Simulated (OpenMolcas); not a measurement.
Computed levels of 4d2 in ions with 38 electrons, in cm-1 above 3F2.

```
Program             : OpenMolcas 26.06
Method              : XMS-CASPT2, IPEA 0.25 Eh, imaginary shift 0.1 Eh
Basis               : ANO-RCC-VTZP
Scalar Hamiltonian  : DKH2, point nucleus
Spin-orbit coupling : RASSI with atomic mean-field integrals over the reference wave functions, term energies averaged over their components
```

Active space for each ion: 2 electrons in 5 orbitals (4d); closed shells correlated by CASPT2: 4s 4p.

```json
{"Level": "3F3", "Zr2+": "688", "Nb3+": "1084", "Mo4+": "1520", "Tc5+": "2080", "Rh7+": "3520"}
{"Level": "3F4", "Zr2+": "1501", "Nb3+": "2340", "Mo4+": "3250", "Tc5+": "4400", "Rh7+": "7230"}
{"Level": "1D2", "Zr2+": "6150", "Nb3+": "8430", "Mo4+": "10370", "Tc5+": "11830", "Rh7+": "15440"}
{"Level": "3P0", "Zr2+": "8270", "Nb3+": "9900", "Mo4+": "11580", "Tc5+": "12770", "Rh7+": "15890"}
{"Level": "3P1", "Zr2+": "8550", "Nb3+": "10340", "Mo4+": "12210", "Tc5+": "13660", "Rh7+": "17480"}
{"Level": "3P2", "Zr2+": "9090", "Nb3+": "11320", "Mo4+": "13700", "Tc5+": "15830", "Rh7+": "21400"}
{"Level": "1G4", "Zr2+": "11430", "Nb3+": "14270", "Mo4+": "16940", "Tc5+": "19350", "Rh7+": "24720"}
{"Level": "1S0", "Zr2+": "24050", "Nb3+": "31930", "Mo4+": "38420", "Tc5+": "43600", "Rh7+": "54870"}
```

**Question.** Estimate 3F4, 1D2, 3P0 for Ru6+ from its neighbours Tc5+ and Rh7+.

**Answer.** 3F4 is fine structure, which grows about as the fourth power of a screened charge, so the fourth roots are averaged: ((4400^0.25 + 7230^0.25) / 2)^4 = 5684. The calculation gives 5690, so the estimate is off by -0.1 %.
1D2 is another term, which grows about linearly with the charge: (11830 + 15440) / 2 = 13635. The calculation gives 13570, so the estimate is off by +0.5 %.
3P0 is another term, which grows about linearly with the charge: (12770 + 15890) / 2 = 14330. The calculation gives 14320, so the estimate is off by +0.1 %.

Mixed levels, with the weight of the term that names them: Tc5+ 1D2 (74 %), Ru6+ 1D2 (69 %), Ru6+ 3P2 (72 %), Rh7+ 1D2 (65 %), Rh7+ 3P2 (67 %).

CASPT2 does not keep the components of a term degenerate, so their means are used; among the terms shown or strongly mixed into the levels shown the widest spread is 1600 cm-1 (4d2 3F, Tc5+). Levels of configurations with an s electron are missing; early in the row they begin among the upper levels of the d shell and mix with terms of their name (holds for Zr2+). Levels of configurations outside the active space are missing.
